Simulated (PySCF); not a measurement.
SMILES B[NH], doublet (PBE0/def2-SVP optimised geometry):

```
5

B      0.014    -0.453     0.000
N     -0.665     0.693     0.000
H      1.234    -0.453     0.000
H     -0.583    -1.519     0.000
H     -1.234     1.519     0.000
```

Method: PySCF with unrestricted PBE0/def2-TZVP.

Question: What are the frontier orbital energies (α orbitals alone; a β orbital can be the lowest empty one) and the dipole moment?

Answer: HOMO-2 -11.47 eV, HOMO-1 -9.07 eV, HOMO -7.77 eV, LUMO 0.23 eV, LUMO+1 1.20 eV; dipole moment 1.45 D.

On the same geometry unrestricted PBE/def2-TZVP in PySCF gives HOMO-2 -9.68 eV, HOMO-1 -7.53 eV, HOMO -6.21 eV, LUMO -0.76 eV, LUMO+1 0.44 eV; dipole moment 1.31 D.

Meta-Löwdin charges at PBE0/def2-TZVP: B1 -0.11, N2 -0.24, H3 0.04, H4 0.04, H5 0.28.
